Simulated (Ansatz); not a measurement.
Geometry optimisation, RKS B3LYP-D4/def2-SVP in Ansatz 0.2.0.

Input file:

```yaml
crystal:
  periodic: [false, false, false]
  atoms:
    - { symbol: B, position_ang: [-0.26294, 1.81712, -1.01678] }
    - { symbol: C, position_ang: [0.35441, 0.44715, -1.02532] }
    - { symbol: Si, position_ang: [0.18348, -0.73782, 0.29323] }
    - { symbol: C, position_ang: [-0.11296, -1.91781, 1.55848] }
    - { symbol: H, position_ang: [-0.11793, 2.53259, -1.93782] }
    - { symbol: H, position_ang: [-0.89004, 2.18816, -0.08801] }
    - { symbol: H, position_ang: [0.92127, 0.10245, -1.88933] }
    - { symbol: H, position_ang: [-0.56044, -1.61466, 2.49418] }
    - { symbol: H, position_ang: [0.48514, -2.81719, 1.61137] }
basis:
  gaussian: { orbitals: def2-SVP }
hamiltonian:
  xc: b3lyp
  dispersion: d4
relax:
  f_tol: 0.015
  max_steps: 40
output:
  orbitals: {}
```

Command:

```bash
$ ansatz run input.yaml --threads 1 --pin off --max-ram 2048MiB --backend cpu --events-out ev --progress --plain --runs-dir out
```

Q: Where does it end, and by what steps?

A: The forces met the threshold. After 13 steps the energy has fallen by 0.847 eV; H9 moved furthest, 1.16 Å.

```
step  energy less start (eV)  largest force component (eV/Å)  accepted
   0                  0.0000                           1.545       yes
   1                 -0.1945                           0.851       yes
   2                 -0.3145                           1.276       yes
   3                 -0.4961                           1.062       yes
   4                 -0.6579                           0.843       yes
   5                 -0.7745                           0.604       yes
   6                 -0.8312                           0.183       yes
   7                 -0.8437                           0.090       yes
   8                 -0.8381                           0.230        no
   9                 -0.8456                           0.054       yes
  10                 -0.8466                           0.053       yes
  11                 -0.8428                           0.093        no
  12                 -0.8470                           0.065       yes
  13                 -0.8473                           0.007       yes
```

```xyz
9
Properties=species:S:1:pos:R:3
B -0.112 1.732 -0.872
C 0.213 0.290 -1.197
Si 0.099 -0.761 0.160
C -0.038 -1.726 1.543
H -0.068 2.586 -1.727
H -0.422 2.051 0.255
H 0.501 -0.089 -2.181
H -0.987 -2.200 1.810
H 0.813 -1.884 2.210
```

The run took 34 s on 1 thread of AMD EPYC 7R13 Processor (Zen 3), with other jobs on the host, peak memory 0.18 GiB.
